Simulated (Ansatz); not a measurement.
GaH7SiSn (`[GaH2][SiH2][SnH3]`). The species carries charge 0 and has multiplicity 1. Sn takes the def2 core potential. All single points use the PBE0-D4/def2-TZVP geometry.

```xyz
10

Ga    1.910   -0.412   -1.156
Si    0.067    0.970   -0.487
Sn   -1.414   -0.347    1.150
H     1.779   -1.366   -2.398
H     3.234   -0.431   -0.310
H     0.499    2.208    0.222
H    -0.802    1.372   -1.629
H    -2.019   -1.761    0.406
H    -0.515   -0.824    2.523
H    -2.740    0.591    1.679
```

Question: What is the dipole moment at PBE/def2-TZVPP? (Estimate.)

Answer: Computed: 0.38 D, with components (0.16, 0.26, -0.23) D in this frame, pointing from negative to positive charge.

Question: And with r2SCAN, B3LYP, ωB97M-V? (Best estimate.)

Answer: The calculation gave: r2SCAN 0.41 D, B3LYP 0.51 D, ωB97M-V 0.55 D.

Question: Give the Mulliken charges with PBE, B3LYP, r2SCAN in def2-TZVPP. (Best estimate.)

Answer: Ansatz gave: 
| atom | PBE | B3LYP | r2SCAN |
| --- | --- | --- | --- |
| Ga1 | 0.14 | 0.16 | 0.22 |
| Si2 | -0.08 | -0.03 | -0.05 |
| Sn3 | 0.40 | 0.44 | 0.42 |
| H4 | -0.03 | -0.05 | -0.06 |
| H5 | -0.03 | -0.05 | -0.06 |
| H6 | -0.04 | -0.05 | -0.06 |
| H7 | -0.04 | -0.05 | -0.06 |
| H8 | -0.11 | -0.12 | -0.12 |
| H9 | -0.11 | -0.13 | -0.12 |
| H10 | -0.10 | -0.12 | -0.12 |

B3LYP here is the variant with VWN-RPA as its local correlation; programs differ in this.
